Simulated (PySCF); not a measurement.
**How methods differ on the excitation energy of Ru²⁺**

Ru²⁺ [Kr] 4d6 (5D) → Ru²⁺ [Kr] 4d5 5p1 (7P), as a difference of total energies. Calculation: PySCF 2.14, in aug-cc-pwCVTZ-PP with ECP28MDF (8s8p7d4f3g, 122 functions); a scalar-relativistic core potential. Correlated levels: valence: 4s2 4p6 frozen; valence and next inner shell: nothing frozen outside the core potential. The calculations carry no spin-orbit coupling.

```json
{"method": "UHF", "excitation energy (eV)": "8.380"}
{"method": "LDA", "excitation energy (eV)": "9.051"}
{"method": "PBE", "excitation energy (eV)": "9.105"}
{"method": "PBE0", "excitation energy (eV)": "9.174"}
{"method": "r2SCAN", "excitation energy (eV)": "8.743"}
{"method": "BP86", "excitation energy (eV)": "9.245"}
{"method": "M06-L", "excitation energy (eV)": "9.923"}
{"method": "wB97M-V", "excitation energy (eV)": "9.367"}
{"method": "MP2 (valence)", "excitation energy (eV)": "9.262"}
{"method": "SCS-MP2 (valence)", "excitation energy (eV)": "9.849"}
{"method": "MP2 (valence and next inner shell)", "excitation energy (eV)": "9.001"}
{"method": "SCS-MP2 (valence and next inner shell)", "excitation energy (eV)": "9.329"}
```

**Question.** How much does correlation contribute at MP2 (valence and next inner shell)?

**Answer.** 9.001 − (8.380) = 0.621 eV, measured against UHF.
